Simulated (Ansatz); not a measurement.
Species: H₆InN₃, SMILES `[NH2][In]([NH2])[NH2]` (charge 0, multiplicity 1).

### Question
Give a relaxed geometry from CAM-B3LYP-D3(BJ)/def2-TZVP run with Ansatz (an electronic-structure program).

### Answer
This is not unique; one that fits is the end point of this relaxation, one of several conformers (outside a Z-matrix the atoms follow the SMILES, hydrogens last).
Bonds (Å): N1–In2 2.017, N1–H5 1.008, N1–H6 1.008, In2–N3 2.018, In2–N4 2.017, N3–H7 1.008, N3–H8 1.008, N4–H9 1.008, N4–H10 1.008. Bond angles (°): In2–N1–H5 118.7, In2–N1–H6 119.1, H5–N1–H6 109.6, N1–In2–N3 119.8, N1–In2–N4 120.3, N3–In2–N4 119.8, In2–N3–H7 118.4, In2–N3–H8 118.4, H7–N3–H8 109.4, In2–N4–H9 118.7, In2–N4–H10 119.1, H9–N4–H10 109.6.
